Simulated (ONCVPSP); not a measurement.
**u(r) = r·R(r): atom against pseudo-atom (gold)**

Columns: radius, all-electron u(r) and pseudo u(r) of the 6s shell (level -5.76 eV) of gold in the configuration [Kr] 4d10 4f14 5s2 5p6 5d10 6s1; PBE, scalar-relativistic, ONCV scheme, ONCVPSP 4.0.1.

```csv
r (bohr),all-electron,pseudo
0.110,-0.1060,0.0013
0.220,0.0435,0.0042
0.330,0.1942,0.0104
0.440,0.0491,0.0216
0.550,-0.1560,0.0392
0.660,-0.2811,0.0643
0.770,-0.3026,0.0971
0.880,-0.2445,0.1373
0.990,-0.1390,0.1837
1.100,-0.0132,0.2349
1.210,0.1147,0.2891
1.320,0.2338,0.3448
1.430,0.3384,0.4007
1.540,0.4266,0.4553
1.650,0.4982,0.5071
1.760,0.5545,0.5542
1.870,0.5968,0.5943
1.980,0.6271,0.6255
2.090,0.6469,0.6465
2.200,0.6579,0.6578
2.310,0.6615,0.6615
2.420,0.6591,0.6590
2.530,0.6517,0.6517
2.640,0.6403,0.6403
2.750,0.6258,0.6258
2.860,0.6088,0.6088
```

Problem. How many radial nodes do the two functions have?

Solution. The all-electron 6s function has n − l − 1 = 5 (the table is too coarse to show those close to the nucleus); the pseudo-wave has 0, since the states of the same l below it are removed with the core.

Problem. At about which radius was the pseudo-wave matched?

Solution. 2.20 bohr. The columns agree to 0.0005 from 2.09 bohr on; several derivatives are matched, so the curves merge somewhat inside the radius.

Problem. Is the pseudo-wave norm-conserving?

Solution. Yes: the ONCV scheme keeps the norm inside the radius equal to the all-electron one, which fixes the energy derivative of the logarithmic derivative at the level.
